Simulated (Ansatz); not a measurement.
Series SnX2: PBE-D4/def2-SVP single points in Ansatz on relaxed structures, gas phase. Core potentials for Sn, no spin–orbit coupling. Binding counts from free atoms in the multiplicity of their measured ground term, without zero-point energy. The structures are stationary points that may keep the symmetry of their start.

| species | atoms | state | geometry | HOMO (eV) | LUMO (eV) | gap (eV) | binding per atom (eV) | point group (within 0.1 Å) |
| --- | --- | --- | --- | --- | --- | --- | --- | --- |
| SnCl2 | 3 | singlet | PBE-D4/def2-TZVP | -6.75 | -3.66 | 3.10 | 2.79 | C2v |
| SnF2 | 3 | singlet | PBE0-D4/def2-TZVP | -7.16 | -3.23 | 3.92 | 3.54 | C2v |
| SnBr2 | 3 | singlet | PBE0-D4/def2-TZVP | -6.54 | -3.73 | 2.81 | 2.50 | C2v |
| Sn(NH2)2 (SnN2H4) | 7 | singlet | PBE0-D4/def2-TZVP | -4.97 | -1.48 | 3.49 | 3.26 | C2v |
| SnMe2 (C2H6Sn) | 9 | singlet | PBE0-D4/def2-TZVP | -4.88 | -2.99 | 1.88 | 3.56 | – |
| Sn(N(SiH3)2)2 (Si4SnN2H12) | 19 | singlet | r2SCAN-D4/def2-SVP | -5.84 | -3.23 | 2.61 | 3.19 | – |

(1) Estimate the rows for SnH2 (singlet, r2SCAN-D4/def2-TZVP geometry); Sn(OtBu)2 (C8H18O2Sn) (singlet, r2SCAN-D4/def2-SVP geometry).

(1) 
```json
{"species": "SnH2", "atoms": "3", "state": "singlet", "geometry": "r2SCAN-D4/def2-TZVP", "HOMO (eV)": "-5.60", "LUMO (eV)": "-3.73", "gap (eV)": "1.88", "binding per atom (eV)": "1.80", "point group (within 0.1 Å)": "C2v"}
{"species": "Sn(OtBu)2 (C8H18O2Sn)", "atoms": "29", "state": "singlet", "geometry": "r2SCAN-D4/def2-SVP", "HOMO (eV)": "-5.65", "LUMO (eV)": "-2.48", "gap (eV)": "3.17", "binding per atom (eV)": "4.24", "point group (within 0.1 Å)": "–"}
```

The gap (eV) runs from 1.88 (SnH2) to 3.92 (SnF2).
